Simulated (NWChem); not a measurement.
Molecule: CBr₂F₂; SMILES FC(F)(Br)Br

```xyz
5

F      0.0000    -1.0711    -1.4350
C      0.0000     0.0000    -0.6637
F      0.0000     1.0711    -1.4350
Br     1.6001     0.0000     0.4259
Br    -1.6001     0.0000     0.4259
```
Atoms are numbered in this order, from 1.

All runs: NWChem. Medium grid unless said otherwise, to which SCAN and Minnesota functionals are sensitive. Coordinates come from a PBE0/def2-SVP optimisation. Total energies of different functionals are on different scales.

| level | energy (Ha) | highest occupied level (eV) | orbital gap (eV) | dipole (D) |
|---|---|---|---|---|
| LDA (Slater exchange, VWN5)/def2-TZVPD | -5377.5299 | -7.46 | 4.50 | 0.35 |
| PBE/def2-TZVPD | -5385.1988 | -7.29 | 4.54 | 0.29 |
| BLYP/def2-TZVPD | -5386.2233 | -7.13 | 4.45 | 0.36 |
| TPSS/def2-TZVPD | -5386.0294 | -7.41 | ___ | 0.29 |
| r2SCAN/def2-TZVPD | -5386.0683 | -7.62 | 5.00 | 0.28 |
| B3LYP/def2-TZVPD | -5386.2468 | -8.36 | 6.26 | 0.45 |
| PBE0/def2-TZVPD | -5385.3695 | -8.61 | 6.80 | 0.41 |
| M06-2X/def2-TZVPD | -5386.1879 | -9.86 | 8.87 | 0.50 |
| CAM-B3LYP/def2-TZVPD | -5386.3831 | -9.97 | 9.20 | 0.51 |
| Hartree-Fock/def2-TZVPD | -5381.6561 | -11.63 | 12.74 | 0.61 |

### Question
Some entries are withheld; supply them.

### Answer

- TPSS/def2-TZVPD, orbital gap (eV): 4.73
